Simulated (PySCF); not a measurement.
Compound: CH₅NSSi.
Geometry (PBE0-D3(BJ)/def2-SVP, Å), atoms numbered from 1 in this order:
```
atom  x, y, z in Å
N1     2.068    0.171   -0.274
C2     1.050    0.161    0.489
Si3   -0.649   -0.572    0.064
S4    -2.204    0.890    0.293
H5     1.858   -0.292   -1.169
H6     1.167    0.643    1.479
H7    -0.543   -1.090   -1.336
H8    -1.026   -1.667    1.003
H9    -1.669    1.756   -0.596
```

Computed at PBE0/pcSseg-1 (PySCF, non-relativistic), with Q(14N) = 0.02044 b, Q(33S) = −0.0678 b: N1, 14N (I = 1): χzz = -5.109 MHz, η = 0.608; S4, 33S (I = 3/2): χzz = 34.71 MHz, η = 0.701.

(1) Where would the pure quadrupole (NQR) lines of 14N at N1 fall for the rigid, isolated species?

(2) Where would the pure quadrupole (NQR) lines of 33S at S4 fall for the rigid, isolated species?

Answers

(1) From ν± = (3/4)|χ|(1 ± η/3) and ν0 = |χ|η/2: ν+ 4.608 MHz, ν− 3.055 MHz, ν0 1.552 MHz (C=N nitrogen).

(2) From ν = (|χ|/2)√(1 + η²/3): ν = 18.72 MHz (sulfur bonded to Si and H).

In a crystal, neighbours and librations shift these lines. With so small a basis the couplings can be 20 % off.

One conformer stands for the species.
